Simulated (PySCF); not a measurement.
Species: C2H10N2OSi2.
Numbering: `[CH3:1][C@H:2]1[SiH2:3][O:4][Si:5]1([NH2:6])[NH2:7]`

Cartesian coordinates in Å at the GFN2-xTB level; atoms count from 1:
```
atom  x, y, z in Å
C1    -1.824   -0.640   -0.778
C2    -0.646    0.323   -0.739
Si3   -0.697    1.829    0.455
O4     0.725    1.301    1.108
Si5    0.931   -0.137    0.261
N6     0.779   -1.602    1.145
N7     2.531   -0.117   -0.361
H8    -2.680   -0.184   -1.275
H9    -1.560   -1.550   -1.316
H10   -2.130   -0.921    0.227
H11   -0.413    0.619   -1.764
H12   -0.488    3.144   -0.134
H13   -1.740    1.776    1.471
H14    1.578   -1.888    1.688
H15   -0.062   -1.736    1.681
H16    2.843   -0.930   -0.864
H17    2.846    0.724   -0.815
```

Definitions: NICS(0) = −σiso at the ring centroid; NICS(1) = −σiso and NICS(1)zz = −σzz at ±1 Å along the ring normal z. Level: GIAO PBE0/pcSseg-1 (PySCF, non-relativistic, gas phase) on the GFN2-xTB geometry, one conformer.

Ring bond lengths (Å), with Mayer bond orders in brackets: C2–Si3 1.922 (0.92), Si3–O4 1.651 (0.98), O4–Si5 1.682 (0.90), Si5–C2 1.923 (0.80).

Question: What do the NICS probes read (ppm)?

Answer: 
```tsv
ring	type	NICS(0)	NICS(1), two faces	NICS(1)zz, two faces	rms pucker (Å)	centre to ring atoms, mean (Å)
C2–Si3–O4–Si5	4-membered ring with O and 2 Si; formal bonds all single	-5.8	-2.1 / -3.2	0.3 / -0.7	0.03	1.27
```

Question: What do they say, and how far can they be read as aromaticity?

Answer: 
- C2–Si3–O4–Si5: mean NICS(1)zz -0.2 ppm, near zero. C2, Si3, Si5 have four or more neighbours, so the value isn't read as a sign of a π ring current.
